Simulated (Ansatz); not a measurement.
# Abstraction of Cl: C3H7Cl + C2H5AlCl → C3H7 + C2H5AlCl2

Species: C3H7Cl (2-chloropropane) `CC(C)Cl`, singlet; C2H5AlCl `C[CH2][Al][Cl]`, doublet; C3H7 (methylethyl) `C[CH]C`, doublet; C2H5AlCl2 (ethylaluminum dichloride) `C[CH2][Al]([Cl])[Cl]`, singlet. A radical takes Cl: the energy is the difference in strength between the C–Cl bond broken and the Al–Cl bond made.

Shapes, held fixed at every level: PBE0-D4/def2-TZVP. Flexible molecules stand in one conformer, not always the lowest. Programs: Ansatz 0.2.0. Electronic energies: no zero-point or thermal term.

**Question.** Estimate ΔE of this reaction.

**Answer.** The highest level, CCSD(T)/CBS estimate, gives ΔE = -135.5 kJ/mol; the levels span -180.9 to -120.3. The column of differences is taken from that level and isn't an error. No measured value is set beside it here. Open shells run unrestricted. The CBS estimate extrapolates MP2 from def2-TZVPP and def2-QZVPP and adds CCSD(T) − MP2 in the triple-zeta set, cores frozen. Times are processor times on shared x86 and Arm servers, and rough.

| level | kind | ΔE (kJ/mol) | less CCSD(T)/CBS estimate | CPU time (sum over the molecules) |
| --- | --- | --- | --- | --- |
| HF/def2-SVP | Hartree–Fock | -180.9 | -45.4 | – |
| PBE-D4/def2-TZVPP | GGA | -120.3 | +15.2 | 33 s |
| B3LYP-D4/def2-TZVPP | global hybrid | -137.5 | -2.0 | 58 s |
| wB97M-V/def2-TZVPP | range-separated hybrid | -141.2 | -5.7 | 2.2 min |
| B2PLYP/def2-TZVPP | double hybrid | -140.0 | -4.5 | 61 s |
| CCSD(T)/def2-SVP | coupled cluster or CI | -139.4 | -3.9 | 48 s |
| CCSD/def2-SVP | coupled cluster or CI | -145.6 | -10.1 | – |
| CCSD(T)/CBS estimate | coupled cluster or CI | -135.5 | 0.0 | 36 min |
